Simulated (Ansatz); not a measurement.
`FC(F)(F)CI` + H₂O → `OCC(F)(F)F` + HI at 298.15 K and 1 bar (formal hydrolysis of a C–I bond).

Calculated with Ansatz (gas phase, PBE0-D4/def2-TZVP geometries, no zero-point term in ΔE). CBS: MP2 limit from def2 TZ/QZ plus the TZ coupled-cluster correction, frozen cores. This one scheme is used for every species. Elements past krypton have def2 core potentials. For I outer-core shells are correlated without core-valence functions, which leaves a few kJ/mol of doubt a bond. One conformer a species, not always the lowest.

```tsv
species	CCSD(T)/CBS energy (Eh)	H − E (kJ/mol)	S (J/(mol·K))
`FC(F)(F)CI`	-674.13144	130.6	345.1
H₂O	-76.37941	66.4	188.7
`OCC(F)(F)F`	-452.45922	169.9	320.2
HI	-298.03592	22.7	206.5
```

H − E and S are ideal-gas, rigid-rotor, harmonic terms from PBE0-D4/def2-TZVP, for one conformer and one mirror image of each species. 1 Eh = 2625.50 kJ/mol, R = 8.31446 J/(mol·K).

Problem. By hand: ΔE, ΔH, ΔS and ΔG.

Solution. ΔE = (-452.45922) + (-298.03592) − (-674.13144) − (-76.37941) = 0.01571 Eh = 41.2 kJ/mol. Δ(H − E) = 169.9 + 22.7 − 130.6 − 66.4 = -4.4, so ΔH = 36.8 kJ/mol. ΔS = 320.2 + 206.5 − 345.1 − 188.7 = -7.1 J/(mol·K). ΔG = 36.8 − 298.15 × (-7.1)/1000 = 38.9 kJ/mol.

Problem. By hand: the equilibrium constant, and the temperature at which ΔG would vanish if ΔH and ΔS stayed fixed.

Solution. log₁₀ K = −ΔG/(RT ln 10) = -6.8. ΔH and −TΔS have one sign here, so there is no such temperature.

The number of gas molecules stays the same, so ΔS is small and ΔH decides. A doubt of 5 kJ/mol in ΔE shifts log₁₀ K by 0.9 here. Other conformers and mirror images would add mixing entropy, several J/(mol·K) or more a flexible species. These are equilibria of isolated gas molecules and say nothing of rates. Largest T1 diagnostic: 0.011 (customary marks: 0.02 for closed shells, 0.045 for open ones).

ΔS is within the doubt of such terms, so its sign, and with it that verdict, could turn.
